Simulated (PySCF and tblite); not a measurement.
Values are calculated unless marked as measured or tabulated.
Stationary points of C6H7NO2 at GFN2-xTB, in Å:

Structure A

```
 1 O     2.908   -0.858   -0.348
 2 C     2.618    0.304   -0.268
 3 N     1.347    0.787   -0.128
 4 C     0.229    0.013   -0.060
 5 C    -1.085    0.338    0.076
 6 C    -1.702    1.622    0.191
 7 O    -1.070    2.664    0.180
 8 C    -1.522   -1.111    0.050
 9 C    -0.017   -1.461   -0.105
10 H     3.360    1.121   -0.299
11 H     1.169    1.785   -0.067
12 H    -2.803    1.623    0.292
13 H    -1.981   -1.470    0.968
14 H    -2.143   -1.389   -0.799
15 H     0.262   -1.939   -1.041
16 H     0.424   -2.020    0.717
```

Structure B

```
 1 O     1.967    0.499   -1.819
 2 C     2.270    0.790   -0.695
 3 N     1.572    0.450    0.420
 4 C     0.317   -0.163    0.342
 5 C    -0.925    0.279    0.057
 6 C    -1.483    1.592   -0.196
 7 O    -0.898    2.634   -0.022
 8 C    -1.517   -1.111    0.095
 9 C    -0.086   -1.610    0.421
10 H     3.189    1.348   -0.439
11 H     1.885    0.775    1.323
12 H    -2.530    1.573   -0.561
13 H    -2.254   -1.278    0.877
14 H    -1.908   -1.460   -0.858
15 H     0.365   -2.241   -0.341
16 H     0.035   -2.078    1.396
```

Structure C

```
 1 O     1.489    1.627   -1.554
 2 C     2.103    1.185   -0.629
 3 N     1.648    0.225    0.243
 4 C     0.365   -0.260    0.246
 5 C    -0.847    0.220   -0.127
 6 C    -1.354    1.511   -0.521
 7 O    -0.775    2.562   -0.385
 8 C    -1.533   -1.105    0.138
 9 C    -0.147   -1.627    0.598
10 H     3.140    1.478   -0.382
11 H     2.314   -0.233    0.850
12 H    -2.383    1.470   -0.937
13 H    -2.299   -1.085    0.911
14 H    -1.924   -1.600   -0.749
15 H     0.263   -2.440    0.001
16 H    -0.087   -1.888    1.653
```

The path came from a restrained scan, a climbing-image band and a saddle search at GFN2-xTB; energies are PBE0/pcSseg-1 + D3(BJ)//GFN2-xTB, thermal terms GFN2-xTB.

Task: Which structure is a saddle point, and along which motion?

Result: B: one imaginary mode (126i cm⁻¹ at GFN2-xTB, mostly on O1, H11, C9), along the rotation about the C4–N3 bond (torsion C5–C4–N3–C2 from -180° to -27°, rising).

Task: Give their symmetry and energies above the lowest.

Result: A Cs, 0.0 kcal/mol; B C1, 15.2 kcal/mol; C C1, 10.7 kcal/mol.
